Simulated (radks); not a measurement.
Task: The mean radii <r> (bohr) of the occupied orbitals of an atom or ion are listed with their occupations. All-electron calculation, scalar-relativistic Kohn-Sham, LDA (Slater exchange, Perdew-Wang correlation), spin-polarised, spherical densities, finite nucleus; Fermi nuclear charge, rms radius of each element as measured or else 0.836 A^(1/3) + 0.57 fm. Program: a radial shooting solver on a logarithmic mesh with Libxc functionals.

orbital  occ.      <r>
1s up       1  0.03711
1s down     1  0.03711
2s up       1   0.1628
2s down     1   0.1628
2p up       3   0.1418
2p down     3   0.1418
3s up       1   0.4593
3s down     1   0.4591
3p up       3   0.4626
3p down     3   0.4623
3d up       5   0.4525
3d down     5   0.4518
4s up       1    1.192
4p up       3    1.324
4p down     3    1.327
4d up       2    1.794
5d up       1    4.946

Name the element and its charge. Open shells, if any, are filled with parallel spins first.

Result: Z = 40, zirconium, charge +2: Zr2+ in [Ar] 3d10 4s1 4p6 4d2 5d1. The 1s radius gives Z: for a bare nucleus <r> = (2 gamma + 1)/(2Z) with gamma = sqrt(1 - (Z/c)^2), 0.03641 bohr for Z = 40, and screening makes it slightly larger (0.03711 here). The occupations add up to 38, and the charge is Z minus that.
